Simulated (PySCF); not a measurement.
Bromine: a sound run and one with changed settings

Sound run: Br [Ar] 3d10 4s2 4p5, Br⁺ [Ar] 3d10 4s2 4p4. Calculation: PySCF 2.14, in jorge-DZP-DKH (8s6p2d1f, 43 functions); the spin-free X2C one-electron Hamiltonian (Gaussian nucleus). The sound run starts from symmetry-adapted Hartree-Fock orbitals and uses a fine grid where one is needed.

Changed run: radial step 0.8 in ln r (0.13 in the sound run). This setting is unsound on purpose.

```
species  method  sound run (hartree)  changed run (hartree)  converged
     Br     UHF          -2604.27153            -2604.27153        yes
     Br    TPSS          -2605.98133            -2605.55999        yes
     Br    PBE0          -2605.77790            -2605.30700        yes
    Br⁺     UHF          -2603.87640            -2603.87640        yes
    Br⁺    TPSS          -2605.54781            -2605.16516        yes
    Br⁺    PBE0          -2605.34493            -2604.89497        yes
```

Ionisation energy of Br:

```json
{"method": "UHF", "sound run (eV)": "10.752", "changed run (eV)": "10.752"}
{"method": "TPSS", "sound run (eV)": "11.797", "changed run (eV)": "10.744"}
{"method": "PBE0", "sound run (eV)": "11.782", "changed run (eV)": "11.212"}
```

A coarse radial grid mis-integrates the density and the exchange-correlation energy, with errors of either sign; Hartree-Fock needs no grid.

For comparison, NIST gives 11.814 eV between the lowest levels.
